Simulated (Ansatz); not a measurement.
`CC(C)[NH][AlH][Cl]` → Al• + 3 C• + Cl• + 9 H• + N•  (atomization)

Program: Ansatz. Geometries: PBE0-D4/def2-TZVP. ΔE: electronic, gas phase. CBS: MP2 limit from def2 TZ/QZ plus the TZ coupled-cluster correction, frozen cores. This one scheme is used for every species, atoms too. DFT in def2-TZVPP. B3LYP here is the variant with VWN-RPA as its local correlation; programs differ in this. No spin–orbit coupling; open shells (•) take unrestricted orbitals. Spin–orbit coupling would lower the free atoms: a little for Al, C, Cl. Each species was taken in one conformer, which may not be the lowest.

CCSD(T)/CBS gives +1334.5 kcal/mol.

(1) Another level gave +1336.5 kcal/mol. Which?
A. MP2/def2-TZVPP
B. PBE0-D4/def2-TZVPP
C. B3LYP-D4/def2-TZVPP
D. B2PLYP/def2-TZVPP

Largest T1 diagnostic among the species: 0.018.

Answers

(1) B. PBE0-D4 1336.5, MP2/def2-TZVPP 1317.7, B3LYP-D4 1333.0, B2PLYP 1319.2 kcal/mol.

The D4 term adds +12.3 kcal/mol with B3LYP and +6.6 kcal/mol with PBE0; it sums over pairs of atoms, weighted by their polarisabilities, and B3LYP, whose exchange is more repulsive, gets the larger term. From PBE to PBE0 (25 % exact exchange), in def2-TZVPP and without D4, ΔE moves by −14.7 kcal/mol: exact exchange takes away binding that semilocal exchange gives to molecules.

For atomizations the MP2-based limit and the directly extrapolated one differ by several kJ/mol either way, and by 10 to 25 for some Ge, Se and Sn compounds, so smaller differences from it don't rank the levels.
